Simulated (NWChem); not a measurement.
System: MgF₂; SMILES [Mg]([F])[F]

Here is an NWChem input.

```
start job
memory heap 200 mb stack 900 mb global 1100 mb
geometry units angstroms
  Mg     0.000000     0.000000    -0.047706
  F      1.735314     0.000000    -0.047666
  F     -1.735314     0.000000    -0.047666
end
basis spherical
  * library def2-tzvpp
end
dft
  xc b3lyp
  iterations 150
end
driver
  maxiter 120
end
task dft optimize
task dft freq
```

B3LYP is NWChem's, with the RPA form of VWN correlation.

The level has its own optimisation; frequencies are unscaled.

### Question
What results follow from this input? (B3LYP/def2-TZVPP.) Quantities: basis functions; r F–Mg (Å); highest harmonic frequency (cm⁻¹); lowest (cm⁻¹); zero-point energy (kcal/mol).

### Answer
```json
{
  "number_of_basis_functions": "94",
  "r F–Mg (Å)": "1.751",
  "highest harmonic frequency (cm⁻¹)": "876",
  "lowest (cm⁻¹)": "164",
  "zero-point energy (kcal/mol)": "2.5"
}
```
